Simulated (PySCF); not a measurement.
SMILES F[Si]([SiH](F)F)(F)F (B3LYP/def2-SVP optimised geometry):

```
8

Si    -1.381    -1.957     1.836
F     -0.886    -1.196     3.173
F     -2.995    -1.887     1.785
Si    -0.558    -0.765     0.000
F     -1.051     0.765     0.000
F     -1.042    -1.441    -1.377
F      1.051    -0.765     0.000
H     -0.960    -3.373     1.902
```

Level of theory: B3LYP/def2-TZVP (PySCF).

Q: What are the frontier orbital energies and the dipole moment?

A: HOMO-2 -12.10 eV, HOMO-1 -11.79 eV, HOMO -9.54 eV, LUMO -1.44 eV, LUMO+1 -1.39 eV; dipole moment 1.63 D.

Meta-Löwdin charges at B3LYP/def2-TZVP: Si1 1.10, F2 -0.49, F3 -0.49, Si4 1.43, F5 -0.48, F6 -0.48, F7 -0.48, H8 -0.10.
